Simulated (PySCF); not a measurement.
**How methods differ on the ionisation energy of Ni²⁶⁺**

Ni²⁶⁺ 1s2 (1S) → Ni²⁷⁺ 1s1 (2S), as a difference of total energies. Computed with PySCF 2.14 in an uncontracted even-tempered set (17 s from 30 bohr⁻², ratio 2.2; 7 p from 46 bohr⁻², ratio 2.4; 4 d from 140 bohr⁻², ratio 2.4; 3 f from 210 bohr⁻², ratio 2.4; 3 g from 310 bohr⁻², ratio 2.4), with scalar relativity by spin-free X2C-1e. Correlated levels: nothing frozen; virtual orbitals above 40 to 60 times the deepest correlated orbital energy dropped. The calculations carry no spin-orbit coupling.

```
                 method  ionisation energy (eV)
                    UHF                 10296.1
                    LDA                 10268.2
                    PBE                 10293.3
                   PBE0                 10294.2
                 revPBE                 10296.7
                   PW91                 10294.5
SCS-MP2 (all electrons)                 10297.7
```

Question: Estimate what MP2 (all electrons) gives.

Answer: 10297.4 eV, closest to SCS-MP2 (all electrons) among the rows shown.

Question: Estimate what r2SCAN gives.

Answer: 10297.8 eV, closest to SCS-MP2 (all electrons) among the rows shown.

For comparison: 10288.9 eV (theoretical estimate listed by NIST; NIST Atomic Spectra Database, ionization energies).
